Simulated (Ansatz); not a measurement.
Cost and result up the ladder for AlCl2(NH2) (AlNCl2H2) (6 atoms). The state is a singlet with charge 0. Geometry: PBE0-D4/def2-SVP.

```xyz
6

Al   -0.582   -0.420    0.025
Cl   -0.371   -2.501    0.004
Cl   -2.492    0.428    0.120
N     0.837    0.607   -0.037
H     0.818    1.620   -0.030
H     1.790    0.266   -0.083
```

Ansatz on 4 threads of Arm Neoverse V2 on a shared host. Times are rough, and most runs start from the orbitals of an earlier one. ωB97X-V/def2-TZVP serves as the yardstick here, not as an exact answer. Differences are given only for rows in sets of like size (and for xTB, whose basis is part of the method), since another set adds its own error. Binding counts from free atoms at the same level (Al doublet, Cl doublet, N quartet, H doublet; other spins of the atoms weren't run), without zero-point energy or a counterpoise term.

LC-ωPBE has ω = 0.4 bohr⁻¹. Correlated methods freeze 16 core orbitals.

Correlated methods converge slowly with the basis.

```csv
level,functions,wall time,binding energy per atom (eV),difference from ωB97X-V/def2-TZVP (eV)
PBE-D4/def2-SVP,78,0.5 s,3.53,–
HF/def2-TZVP,154,0.7 s,2.53,-0.99
PBE0-D4/def2-SVP,78,0.7 s,3.47,–
MP2/def2-TZVP,154,0.9 s,3.47,-0.06
PBE-D4/def2-TZVP,154,0.95 s,3.54,0.02
BLYP-D4/def2-TZVP,154,0.95 s,3.46,-0.06
LC-ωPBE/def2-TZVP,154,1.2 s,3.48,-0.05
PBE0-D4/def2-TZVP,154,1.3 s,3.48,-0.04
BHLYP-D4/def2-TZVP,154,1.4 s,3.38,-0.14
CAM-B3LYP-D4/def2-TZVP,154,1.5 s,3.49,-0.03
r2SCAN-D4/def2-TZVP,154,2.2 s,3.52,0.00
ωB97X-V/def2-TZVP (with forces),154,4.2 s,3.52,0.00
CCSD(T)/def2-TZVPP,185,22 s,3.40,-0.12
```
